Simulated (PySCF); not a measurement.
C₅H₇FO, SMILES CC([C@@H]1[C@H](F)C1)=O.

Geometry optimised at PBE-D3(BJ)/def2-SVP. The values are those of a single conformer.

These are PBE-D3(BJ)/def2-SVP run with PySCF 2.14.0 values and carry that method's errors.

Frequencies are harmonic and unscaled.

| mode | ν (cm⁻¹) | IR (km/mol) | moving atoms (share of kinetic energy) |
|---|---|---|---|
| 1 | 64 | 1.9 | C 37 %, H 22 %, O 21 %, F 19 % |
| 2 | 121 | 0.2 | H 92 % |
| 3 | 144 | 0.3 | F 49 %, O 31 %, C 15 % |
| 4 | 229 | 3.6 | C 47 %, H 26 %, O 23 % |
| 5 | 358 | 1.4 | C 52 %, H 31 %, O 10 % |
| 6 | 419 | 7.3 | C 49 %, O 18 %, H 17 %, F 15 % |
| 7 | 438 | 3.5 | C 41 %, H 29 %, F 26 % |
| 8 | 577 | 5.0 | C 49 %, H 29 %, O 22 % |
| 9 | 629 | 1.4 | C 58 %, H 30 %, O 8 % |
| 10 | 738 | 2.4 | H 49 %, C 43 % |
| 11 | 774 | 7.7 | C 52 %, H 38 %, F 9 % |
| 12 | 807 | 7.6 | H 68 %, C 25 % |
| 13 | 915 | 52.6 | H 49 %, C 45 % |
| 14 | 938 | 38.7 | C 68 %, H 26 % |
| 15 | 981 | 2.2 | H 58 %, C 36 % |
| 16 | 1010 | 4.9 | H 59 %, C 38 % |
| 17 | 1025 | 23.3 | H 48 %, C 48 % |
| 18 | 1055 | 22.8 | H 50 %, C 45 % |
| 19 | 1065 | 1.2 | H 82 %, C 18 % |
| 20 | 1133 | 30.5 | H 50 %, C 43 % |
| 21 | 1148 | 62.2 | C 58 %, H 39 % |
| 22 | 1208 | 42.2 | H 59 %, C 29 %, F 11 % |
| 23 | 1300 | 15.7 | H 75 %, C 25 % |
| 24 | 1329 | 18.8 | H 83 %, C 17 % |
| 25 | 1346 | 122.5 | C 54 %, H 45 % |
| 26 | 1380 | 11.1 | H 94 % |
| 27 | 1393 | 16.1 | H 95 % |
| 28 | 1417 | 67.6 | C 62 %, H 37 % |
| 29 | 1764 | 126.4 | C 63 %, O 35 % |
| 30 | 2971 | 1.3 | H 97 % |
| 31 | 3052 | 3.1 | H 91 %, C 9 % |
| 32 | 3059 | 6.7 | H 95 % |
| 33 | 3077 | 15.6 | H 92 %, C 8 % |
| 34 | 3098 | 6.9 | H 92 %, C 8 % |
| 35 | 3109 | 4.9 | H 90 %, C 10 % |
| 36 | 3168 | 1.5 | H 89 %, C 11 % |
